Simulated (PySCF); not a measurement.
## Dipole moment and polarisability of `F[C](F)(F)[GeH2][CH]1CCC1`

C5H9F3Ge.
Structure used (PBE0-D3(BJ)/def2-SVP), in Å, numbered top down from 1:
```
atom  x, y, z in Å
F1    -3.0000   -1.2251   -0.6069
C2    -2.6914   -0.0842    0.0311
F3    -3.7978    0.6716    0.0482
F4    -2.4175   -0.4113    1.3060
Ge5   -1.1406    0.8260   -0.8398
C6     0.3386   -0.4450   -0.8820
C7     1.7169    0.1885   -1.1995
C8     2.0318    0.1810    0.3085
C9     0.8874   -0.8285    0.5162
H10   -1.6037    1.2429   -2.2450
H11   -0.8195    2.0660    0.0127
H12    0.0296   -1.2831   -1.5264
H13    2.3556   -0.5127   -1.7586
H14    1.7458    1.1581   -1.7226
H15    1.8090    1.1525    0.7760
H16    3.0433   -0.1217    0.6166
H17    1.2505   -1.8680    0.5241
H18    0.2337   -0.6945    1.3914
```

Level: B3LYP/def2-SVPD (PySCF), static field, nuclei fixed, core orbitals frozen in the response. The polarisability tensor in these axes (au):

```
x   103.21  -2.47   0.88
y    -2.47  84.14  -3.40
z     0.88  -3.40  84.98
```

Question: Diagonalise the tensor; give its mean and Δα, where Δα² is half the sum of the squared differences of the eigenvalues.

Answer: Principal values 81.06, 87.65 and 103.61 au; mean 90.77 au = 13.45 Å³ = 14.97 × 10⁻⁴⁰ C²·m²/J; Δα = 20.09 au (22 % of the mean).

Question: What is the dipole moment, and where does it point?

Answer: (2.71, 0.38, -0.91) D, 2.88 D in size, pointing from the negative to the positive side. Measured along this direction, the outermost atoms are F3 at the negative end and H13 and H16 at the positive end.

Question: Sum over states: ᾱ = Σ f/ω², ω in Eh. What share falls to these 10 lowest TDDFT singlets (eV, f)? 7.25, 0.0005; 7.45, 0.0191; 7.81, 0.0002; 7.93, 0.0164; 7.97, 0.0692; 8.01, 0.0806; 8.07, 0.0366; 8.18, 0.0303; 8.21, 0.0057; 8.22, 0.0709.

Answer: They add up to 3.78 au, 4.2 % of the 90.77 au; the largest single term is 0.93 au, from the state at 8.01 eV. Terms in order: 0.01, 0.25, 0.00, 0.19, 0.81, 0.93, 0.42, 0.34, 0.06, 0.78 au. Higher excitations give the rest. The strengths listed sum to 0.329.

Question: Find the Langevin capture rate constant for H3O+ (19.018 u) meeting this molecule (199.987 u), k = 2.342 × 10⁻⁹ cm³/s × √(α in Å³ / reduced mass in u).

Answer: The reduced mass is 17.37 u, so k = 2.06 × 10⁻⁹ cm³/s. The formula leaves out the permanent dipole, which adds to the capture rate.

Question: Give the principal axes and the span of the nuclei along them.

Answer: Largest value along (0.99, -0.14, 0.07), where the nuclei span 6.91 Å; middle along (-0.14, -0.63, 0.76), 3.89 Å; least along (0.06, 0.76, 0.65), 3.49 Å. The response follows the extents in order.

Question: Rayleigh depolarisation ratio (linearly polarised light, static tensor)?

Answer: ρ = 3Δα²/(45ᾱ² + 4Δα²) = 1210.7/(370796 + 1614.3) = 0.00325.

Question: Give the eigenvalues of the traceless quadrupole moment Θ = ½Σq(3rr − r²1), origin at the centre of nuclear charge.

Answer: -3.95, 0.97, 2.98 D·Å. The values depend on the origin, since the dipole doesn't vanish. The electronic extent ⟨r²⟩ about the same centre is 1748 bohr², a root-mean-square distance of 2.23 Å for the 98 electrons.

The structure is a single PBE0-D3(BJ)/def2-SVP conformer in the gas phase; no vibrational or solvent corrections. The calculation is non-relativistic, for germanium too.

These values come from a run that also computed excited states and ΔSCF ions. The run took 9.4 min (with the writing of density and orbital grids) on an Arm Neoverse V1 with one thread, no GPU, shared host with 32 logical CPUs at a one-minute load of 18, and the process peaked at 1.1 GiB of memory.
